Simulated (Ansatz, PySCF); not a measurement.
Gas-phase reaction (SMILES): [NH2][Al]([OH])[OH] + [H][H] (H2) -> [OH][AlH][OH] + N (NH3); hydrogen cleaves one Al-N bond, a model of a ligand-exchange step.

Each molecule is optimised on its own at B3LYP-D3(BJ)/def2-TZVP (Ansatz, an electronic-structure program), one conformer each, not searched for the lowest. Cores are frozen in the correlated levels unless marked. Spin-orbit coupling is left out. Non-relativistic. CBS(X,Y): correlation extrapolated as X^-3; Hartree-Fock from the larger set. Thermal terms are rigid-rotor harmonic-oscillator values from B3LYP-D3(BJ) frequencies (Ansatz or PySCF) at 298.15 K and 1 atm. 1 Eh = 627.5095 kcal/mol.

```tsv
species	E, CCSD(T)/CBS(aug-cc-pV(T+d)Z,aug-cc-pV(Q+d)Z) (Ansatz) (Eh)	E, PBE-D3(BJ)/def2-TZVPD (Ansatz + dftd3) (Eh)	H - E (Eh)
[NH2][Al]([OH])[OH]	-449.62818	-449.93850	0.06012
[H][H] (H2)	-1.17444	-1.16598	0.01336
[OH][AlH][OH]	-394.27300	-394.57154	0.03966
N (NH3)	-56.50411	-56.51114	0.03799
```

Problem. Work out ΔE and ΔH at 298.15 K at the first level, then ΔH at the second.

Solution. 
1. ΔE = [(-394.27300) + (-56.50411)] - [(-449.62818) + (-1.17444)] = 0.02551 Eh = 16.0 kcal/mol at CCSD(T)/CBS(aug-cc-pV(T+d)Z,aug-cc-pV(Q+d)Z).
2. The terms H - E add up to 0.00417 Eh, so ΔH = (0.02551 + (0.00417))×627.5095 = 18.6 kcal/mol.
3. At PBE-D3(BJ)/def2-TZVPD the same steps give ΔE = 13.7 and ΔH = 16.3 kcal/mol, a shift of -2.3 from the first level.
4. These values are not checked against measurement here, since the tables used lack a sound gas-phase enthalpy of formation for at least one species.
